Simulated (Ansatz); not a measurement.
Ansatz (a quantum-chemistry and plane-wave program) input file for C5H12Si, SMILES C[C@H]1CC[Si@@H]1C, PBE-D3(BJ)/def2-SVP. 

Ansatz 0.2 input:
```yaml
crystal:
  periodic: [false, false, false]
  atoms:
    - {symbol: C, position_ang: [-1.67208569, -1.67749057, 0.32302419]}
    - {symbol: C, position_ang: [-0.86430382, -0.56598050, -0.31387216]}
    - {symbol: C, position_ang: [-1.40779420, 0.88442899, -0.19080400]}
    - {symbol: C, position_ang: [-0.09180692, 1.70174505, -0.25590860]}
    - {symbol: Si, position_ang: [0.77102390, 0.13223216, 0.36704836]}
    - {symbol: C, position_ang: [2.42980903, -0.40794299, -0.32479208]}
    - {symbol: H, position_ang: [-1.80602107, -1.50532246, 1.40345920]}
    - {symbol: H, position_ang: [-1.18092673, -2.65621234, 0.20490835]}
    - {symbol: H, position_ang: [-2.67819622, -1.75977137, -0.12312808]}
    - {symbol: H, position_ang: [-0.70003293, -0.78041208, -1.38676472]}
    - {symbol: H, position_ang: [-2.17215968, 1.15794695, -0.93932740]}
    - {symbol: H, position_ang: [-1.87524700, 1.01088850, 0.80150150]}
    - {symbol: H, position_ang: [0.19004566, 1.91793618, -1.29976901]}
    - {symbol: H, position_ang: [-0.07206176, 2.64326522, 0.31016079]}
    - {symbol: H, position_ang: [0.80454864, 0.07549946, 1.86624422]}
    - {symbol: H, position_ang: [2.42565767, -0.37745118, -1.42510377]}
    - {symbol: H, position_ang: [3.23745232, 0.24981960, 0.03353857]}
    - {symbol: H, position_ang: [2.66969624, -1.43599643, -0.01028096]}
basis:
  gaussian:
    orbitals: def2-SVP
hamiltonian:
  xc: pbe
  dispersion: d3bj
relax: {f_tol: 0.002, max_steps: 200}
```

It prints:

```
WARN ansatz: RAYON_NUM_THREADS=2 ignored (pool sized by the plan → 2); use --threads N
Functional definition: PBE
integrals: 0.10 GiB planned
1682 factors; their error is unknown
mean field: 0.56 GiB planned
mean field evaluation 1: about -13220.4575 eV, gradient 8.7e1 eV
mean field evaluation 2: about -13187.3928 eV, gradient 1.4e2 eV
mean field evaluation 4: about -13240.0615 eV, gradient 1.1e1 eV
mean field evaluation 8: about -13240.3391 eV, gradient 1.6e-1 eV
mean field evaluation 16: about -13240.2474 eV, gradient 2.4e-3 eV
mean field -13240.24744117 eV, -486.5701189010 hartree, gradient 5.0e-5 eV, S^2 0.000000; 0 other end points of the search recorded, 0 dependent functions left out
the calculation of the forces begins
reference -13240.24748141 eV, -486.5701203797 hartree; 28, 28 occupied and 120, 120 virtual orbitals, 1682 factors
relax step   1: F+E_penalty+E_count = -13240.67450659 eV  Δ(F+E_penalty+E_count) = +0.000e0 eV  max|allowed force component| = 2.616e-1 eV/Å  Δτ_max = 0.0000 Å  (30 SCF iters, accepted)
these checks for a lower state are left out or cut short: starts, cluster_reference, orbital_swaps, neighbouring_geometries, increment
integrals: 0.10 GiB planned
1682 factors; their error is unknown
mean field: 0.56 GiB planned
mean field -13240.26821170 eV, -486.5708822039 hartree, gradient 2.3e-5 eV, S^2 0.000000; 0 other end points of the search recorded, 0 dependent functions left out
the calculation of the forces begins
reference -13240.26825207 eV, -486.5708836876 hartree; 28, 28 occupied and 120, 120 virtual orbitals, 1682 factors
relax step   2: F+E_penalty+E_count = -13240.69319016 eV  Δ(F+E_penalty+E_count) = -1.868e-2 eV  max|allowed force component| = 7.579e-2 eV/Å  Δτ_max = 0.0153 Å  (31 SCF iters, accepted)
these checks for a lower state are left out or cut short: starts, cluster_reference, orbital_swaps, neighbouring_geometries, increment
integrals: 0.10 GiB planned
1682 factors; their error is unknown
mean field: 0.56 GiB planned
mean field evaluation 32: about -13240.2718 eV, gradient 2.1e-3 eV
mean field -13240.27181080 eV, -486.5710144682 hartree, gradient 2.3e-5 eV, S^2 0.000000; 0 other end points of the search recorded, 0 dependent functions left out
the calculation of the forces begins
reference -13240.27185122 eV, -486.5710159538 hartree; 28, 28 occupied and 120, 120 virtual orbitals, 1682 factors
relax step   3: F+E_penalty+E_count = -13240.69563250 eV  Δ(F+E_penalty+E_count) = -2.442e-3 eV  max|allowed force component| = 2.643e-2 eV/Å  Δτ_max = 0.0100 Å  (31 SCF iters, accepted)
these checks for a lower state are left out or cut short: starts, cluster_reference, orbital_swaps, neighbouring_geometries, increment
integrals: 0.10 GiB planned
1682 factors; their error is unknown
mean field: 0.56 GiB planned
mean field -13240.27195107 eV, -486.5710196232 hartree, gradient 9.7e-6 eV, S^2 0.000000; 0 other end points of the search recorded, 0 dependent functions left out
the calculation of the forces begins
reference -13240.27199151 eV, -486.5710211093 hartree; 28, 28 occupied and 120, 120 virtual orbitals, 1682 factors
relax step   4: F+E_penalty+E_count = -13240.69567674 eV  Δ(F+E_penalty+E_count) = -4.424e-5 eV  max|allowed force component| = 7.714e-3 eV/Å  Δτ_max = 0.0029 Å  (22 SCF iters, accepted)
these checks for a lower state are left out or cut short: starts, cluster_reference, orbital_swaps, neighbouring_geometries, increment
integrals: 0.10 GiB planned
1682 factors; their error is unknown
mean field: 0.56 GiB planned
mean field -13240.27193702 eV, -486.5710191069 hartree, gradient 2.3e-5 eV, S^2 0.000000; 0 other end points of the search recorded, 0 dependent functions left out
the calculation of the forces begins
reference -13240.27197746 eV, -486.5710205928 hartree; 28, 28 occupied and 120, 120 virtual orbitals, 1682 factors
relax step   5: F+E_penalty+E_count = -13240.69568710 eV  Δ(F+E_penalty+E_count) = -1.036e-5 eV  max|allowed force component| = 2.056e-3 eV/Å  Δτ_max = 0.0011 Å  (21 SCF iters, accepted)
these checks for a lower state are left out or cut short: starts, cluster_reference, orbital_swaps, neighbouring_geometries, increment
integrals: 0.10 GiB planned
1682 factors; their error is unknown
mean field: 0.56 GiB planned
mean field -13240.27192709 eV, -486.5710187421 hartree, gradient 2.1e-5 eV, S^2 0.000000; 0 other end points of the search recorded, 0 dependent functions left out
the calculation of the forces begins
reference -13240.27196753 eV, -486.5710202280 hartree; 28, 28 occupied and 120, 120 virtual orbitals, 1682 factors
relax step   6: F+E_penalty+E_count = -13240.69569315 eV  Δ(F+E_penalty+E_count) = -6.047e-6 eV  max|allowed force component| = 1.243e-3 eV/Å  Δτ_max = 0.0022 Å  (22 SCF iters, accepted)
these checks for a lower state are left out or cut short: starts, cluster_reference, orbital_swaps, neighbouring_geometries, increment
integrals: 0.10 GiB planned
1682 factors; their error is unknown
mean field: 0.56 GiB planned
mean field -13240.27192773 eV, -486.5710187653 hartree, gradient 1.1e-5 eV, S^2 0.000000; 0 other end points of the search recorded, 0 dependent functions left out
the calculation of the forces begins
reference -13240.27196816 eV, -486.5710202512 hartree; 28, 28 occupied and 120, 120 virtual orbitals, 1682 factors
relax step   7: F+E_penalty+E_count = -13240.69569716 eV  Δ(F+E_penalty+E_count) = -4.010e-6 eV  max|allowed force component| = 1.794e-3 eV/Å  Δτ_max = 0.0036 Å  (23 SCF iters, accepted)
integrals: 0.10 GiB planned
1682 factors; their error is unknown
mean field: 0.56 GiB planned
mean field evaluation 64: about -13240.0818 eV, gradient 1.1e1 eV
mean field -13240.27192773 eV, -486.5710187653 hartree, gradient 1.1e-5 eV, S^2 0.000000; 1 other end points of the search recorded, 0 dependent functions left out
the calculation of the forces begins
reference -13240.27196816 eV, -486.5710202512 hartree; 28, 28 occupied and 120, 120 virtual orbitals, 1682 factors
Total energy: -13240.69573759 eV, -486.5865934906 hartree
Atom 0 at    -1.681651    -1.685960     0.326830 Å, force     0.000089     0.000085    -0.000795 eV/Å
Atom 1 at    -0.871485    -0.569239    -0.316645 Å, force    -0.001222    -0.000538     0.000456 eV/Å
Atom 2 at    -1.417245     0.891087    -0.194881 Å, force     0.001794    -0.000359     0.000644 eV/Å
Atom 3 at    -0.092957     1.713017    -0.255124 Å, force    -0.000567     0.000860    -0.001179 eV/Å
Atom 4 at     0.777445     0.131986     0.369777 Å, force    -0.000007     0.000462     0.000458 eV/Å
Atom 5 at     2.447022    -0.409802    -0.327878 Å, force    -0.000707    -0.000342     0.000781 eV/Å
Atom 6 at    -1.816952    -1.509920     1.414813 Å, force     0.000198    -0.000071     0.000167 eV/Å
Atom 7 at    -1.186467    -2.672152     0.211093 Å, force    -0.000032    -0.000201     0.000128 eV/Å
Atom 8 at    -2.695906    -1.772753    -0.121123 Å, force     0.000125    -0.000060    -0.000122 eV/Å
Atom 9 at    -0.704076    -0.788016    -1.396466 Å, force    -0.000249    -0.000637    -0.000198 eV/Å
Atom 10 at    -2.185434     1.167262    -0.951123 Å, force     0.000172    -0.000181     0.000094 eV/Å
Atom 11 at    -1.891928     1.017698     0.802999 Å, force    -0.000399     0.000046    -0.000006 eV/Å
Atom 12 at     0.195719     1.933523    -1.304556 Å, force     0.000151     0.000701    -0.000160 eV/Å
Atom 13 at    -0.072503     2.659455     0.318138 Å, force     0.000446     0.000177     0.000156 eV/Å
Atom 14 at     0.810728     0.071906     1.879440 Å, force    -0.000057    -0.000192     0.000404 eV/Å
Atom 15 at     2.442608    -0.378069    -1.436068 Å, force     0.000023     0.000110    -0.000523 eV/Å
Atom 16 at     3.260647     0.252541     0.033211 Å, force     0.000050     0.000065    -0.000066 eV/Å
Atom 17 at     2.690032    -1.445383    -0.012303 Å, force     0.000193     0.000077    -0.000241 eV/Å
Dipole moment:     0.093353    -0.038503    -0.114839 e Å
```

The calculation finished and met its thresholds.
